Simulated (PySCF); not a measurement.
These are CAM-B3LYP-D3(BJ)/def2-TZVP (PySCF) values and carry that method's errors. All species are isolated molecules in the gas phase. Delta-SCF ions had no search for a lower state. 

Reference species (SMILES): `[InH3]` (neutral, multiplicity 1).

| Property | Result |
|---|---|
| HOMO | -9.55 eV |
| dipole moment | 0.00 D |
| vertical ionisation energy (Delta-SCF) | 10.72 eV |

Changed species: `[F][InH][F]` (1 of 3 F replaced by H; the reference has 3 of 3 F replaced by H).

### Question
Predict the effect on the HOMO, dipole moment and vertical ionisation energy (Delta-SCF).

### Answer
the HOMO falls by 1.90 eV, to -11.45 eV; the dipole moment rises by 3.61 D, to 3.61 D; the vertical ionisation energy (Delta-SCF) rises by 1.99 eV, to 12.71 eV.
